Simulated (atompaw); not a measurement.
Which change was made? (Zn, PAW (atompaw))

atompaw 4.2.0.5 input, output lines left out:

```
Zn 30
GGA-PBE scalarrelativistic loggrid 1500 logderivrange -3 5 201
4 4 3 0 0 0
4 0 1.75
4 1 0.25
0 0 0
c
c
c
v
c
c
v
v
2
2.60 2.00 2.40 1.95
y
0.6
n
y
0.65
n
y
0.15
n
custom rrkj vanderbiltortho sinc
3 0.5 troulliermartins
1.65
1.65
2.60
2.60
1.15
1.15
```

Cutoffs, loose and tight: the cutoffs (Ry, on a coarse ladder) from which the occupation-weighted sum of valence levels, in a spherical-Bessel basis at the reference potential, stays within 10 and 1 mRy of its value at 400 Ry. They see the waves, projectors and local potential, not the compensation charge or the core.

The base gives: outcome: generated; cutoff, loose: 110 Ry; cutoff, tight: 180 Ry; bound ghosts: s.

Q: After one change the result is: outcome: generated; cutoff, loose: 110 Ry; cutoff, tight: 180 Ry; bound ghosts: none. Which change was it?
A. waves 4s (bound); 4s channel at 0.6 Ry; 4p (bound); 4p channel at 0.65 Ry; 3d (bound); 3d channel at 0.15 Ry; augmentation sinc compensation charge, radius 2.00 bohr; PAW radius 2.60 bohr; waves and projectors: bloechl
B. local potential bessel scheme, radius 2.40 bohr
C. all radii scaled by about 1.26 (s 2.08, p 3.28, d 1.46 bohr); local potential troulliermartins scheme with l = 3 at 0.5 Ry, radius 3.04 bohr; augmentation sinc compensation charge, radius 2.52 bohr; PAW radius 3.28 bohr; waves and projectors: custom rrkj vanderbiltortho; core correction smooth core density matched at 2.46 bohr

A: B. The others give: waves 4s (bound); 4s channel at 0.6 Ry; 4p (bound); 4p channel at 0.65 Ry; 3d (bound); 3d channel at 0.15 Ry; augmentation sinc compensation charge, radius 2.00 bohr; PAW radius 2.60 bohr; waves and projectors: bloechl → outcome: generated; cutoff, loose: 30 Ry; cutoff, tight: 40 Ry; bound ghosts: none | all radii scaled by about 1.26 (s 2.08, p 3.28, d 1.46 bohr); local potential troulliermartins scheme with l = 3 at 0.5 Ry, radius 3.04 bohr; augmentation sinc compensation charge, radius 2.52 bohr; PAW radius 3.28 bohr; waves and projectors: custom rrkj vanderbiltortho; core correction smooth core density matched at 2.46 bohr → outcome: generated; cutoff, loose: 50 Ry; cutoff, tight: 90 Ry; bound ghosts: none.
